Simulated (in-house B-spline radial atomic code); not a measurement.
## Binding energies in K7+

NIST's tabulated ground configuration is [Ne] 3s2; each binding energy is the energy of the ion with one electron taken from that subshell, relaxed, less that of the parent. Method: Dirac-Hartree-Fock, average of configuration, Fermi nucleus of rms radius 3.4349 fm. Calculated with a radial B-spline atomic code at the basis-set limit. Energies include first-order Breit, QED and recoil terms.

```json
{"subshell": "1s", "X-ray name": "K", "binding energy (eV)": "3768.7", "-ε (eV)": "3795.5", "relaxation (eV)": "22.7"}
{"subshell": "2s", "X-ray name": "L1", "binding energy (eV)": "529.6", "-ε (eV)": "533.4", "relaxation (eV)": "3.5"}
{"subshell": "2p1/2", "X-ray name": "L2", "binding energy (eV)": "446.8", "-ε (eV)": "451.6", "relaxation (eV)": "4.6"}
{"subshell": "2p3/2", "X-ray name": "L3", "binding energy (eV)": "443.9", "-ε (eV)": "448.6", "relaxation (eV)": "4.5"}
{"subshell": "3s", "X-ray name": "M1", "binding energy (eV)": "152.7", "-ε (eV)": "152.9", "relaxation (eV)": "0.2"}
```

Relaxation = -ε minus the binding energy without Breit, QED and recoil terms.

Emission lines follow as differences of binding energies, with λ = 12398.42 eV·Å / E:

```
 line       holes  energy (eV)  wavelength (Å)
 K-L3  1s → 2p3/2       3324.8          3.7291
 K-L2  1s → 2p1/2       3321.9          3.7323
L3-M1  2p3/2 → 3s        291.2          42.577
```

Problem. What screening constant σ does Moseley's law, E = (3/4)·13.6057 eV·(Z - σ)², need for K-L3?

Solution. σ = 0.95.

Problem. What does it cost to remove both a 2p1/2 and a 3s electron?

Solution. 627.9 eV, which is 28.42 eV more than the two single binding energies together.

Problem. What does it cost to remove both a 2p3/2 and a 3s electron?

Solution. 625.01 eV, which is 28.4 eV more than the two single binding energies together.

Problem. What does it cost to remove both a 2p3/2 and a 2p1/2 electron?

Solution. 952.28 eV, which is 61.55 eV more than the two single binding energies together.
